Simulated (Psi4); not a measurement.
Pair of molecules, SMILES [AlH3] with SMILES CC#N (the first has 4 atoms); geometry from B3LYP-D3(BJ)/def2-TZVP, rigid monomers moved along the line of their centres of mass till Al1···N7 is 3.66 Å.
(charge 0, multiplicity 1):
```xyz
10

Al    -0.0353     0.1532    -0.4098
H     -1.4953    -0.2202    -0.9285
H      1.1463    -0.8622    -0.7449
H      0.3328     1.7000    -0.3011
C     -0.7726    -1.1318     5.6665
C     -0.6020    -0.8345     4.2604
N     -0.4666    -0.5996     3.1493
H     -0.3264    -2.1002     5.8946
H     -0.2865    -0.3622     6.2669
H     -1.8350    -1.1598     5.9105
```

Method: SAPT0/jun-cc-pV(D+d)Z run with Psi4.

Problem. Which attractive term is largest, and how does the interaction split up?

Solution. electrostatics -213.8, exchange 10.9, induction -26.9, dispersion -20.9, total -250.7 meV; the largest attraction is electrostatics.
